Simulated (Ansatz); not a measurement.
Program: Ansatz. Geometries: PBE0-D4/def2-TZVP. ΔE: electronic, gas phase. CCSD(T)/CBS adds triple-zeta CCSD(T) − MP2 to the extrapolated MP2 energy (def2 sets, frozen cores). This one scheme is used for every species. DFT in def2-TZVPP. B3LYP here is the variant with VWN-RPA as its local correlation; programs differ in this.

Consider the hydrogenolysis of a C–F bond: `F[C@@H]1CC[C@H](F)O1` + H₂ → `FC1CCCO1` + H–F.

```
             level  ΔE (kJ/mol)  difference from CCSD(T)/CBS
            PBE-D4        -54.4                         13.5
         r2SCAN-D4        -50.6                         17.3
          B3LYP-D4        -56.5                         11.4
           ωB97X-V        -52.7                         15.2
           ωB97M-V        -55.1                         12.8
            B2PLYP        -61.4                          6.5
               PBE        -55.7                         12.2
             B3LYP        -58.6                          9.3
     HF/def2-TZVPP        -62.8                          5.1
    MP2/def2-TZVPP        -69.4                         -1.5
   CCSD/def2-TZVPP        -66.6                          1.3
    MP2/def2-QZVPP        -72.0                         -4.1
SCS-MP2/def2-QZVPP        -69.2                         -1.3
      HF/CBS(def2)        -63.6                          4.3
     MP2/CBS(def2)        -73.5                         -5.6
    CCSD/CBS(def2)        -70.7                         -2.8
       CCSD(T)/CBS        -67.9                            0
```

Largest T1 diagnostic among the species: 0.012.

From PBE to PBE0 (25 % exact exchange), in def2-TZVPP and without D4, ΔE moves by −5.9 kJ/mol.

CCSD(T)/CBS has its own doubt, a few kJ/mol and more with outer-core shells, so smaller differences from it don't rank the levels.
